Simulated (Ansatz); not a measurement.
The same path of F2H2S2Si (7 atoms, charge 0, multiplicity 1) was run twice with different band settings. Lost on the way: S3–H4. Made: S2–H4.

Level of theory: UKS PBE/def2-SVP in Ansatz 0.2.0.

Relaxed end points:

```xyz
7
Properties=species:S:1:pos:R:3
Si -0.176 -0.364 0.453
S 1.342 -0.913 -0.937
S -1.035 1.559 0.134
H -1.196 1.330 -1.200
F -1.255 -1.576 0.364
F 0.343 -0.322 1.993
H 1.977 0.286 -0.806
```

```xyz
7
Properties=species:S:1:pos:R:3
Si -0.641 -0.160 0.805
S 0.782 -0.363 -1.303
S -1.642 1.520 0.701
H 0.245 0.783 -1.811
F -1.257 -1.658 0.626
F 0.681 -0.429 1.727
H 1.832 0.306 -0.745
```

Common settings: movable images 5; climbing image yes; spring 5.0 eV/Å²; start path through a guess of the saddle point; force threshold 0.03 eV/Å; iteration limit 60; end points relaxed.

| run | optimiser | largest step |
| --- | --- | --- |
| 1 | quadratic models (default) | default |
| 2 | lbfgs | 0.02 Å |

Task: What does each run give, and how far can it be trusted?

Result: Run 1: converged after 10 iterations, highest image 1.299 eV above the first end. A vibrational analysis at the climbing image gives one clearly imaginary mode, 363i cm⁻¹: a first-order saddle point.
Run 2: converged after 38 iterations, highest image 1.300 eV above the first end. Another band between the same ends (5 images) ends at a top of the same energy, where a vibrational analysis finds 1 clearly imaginary mode.
The orbitals were unrestricted but ended closed-shell.
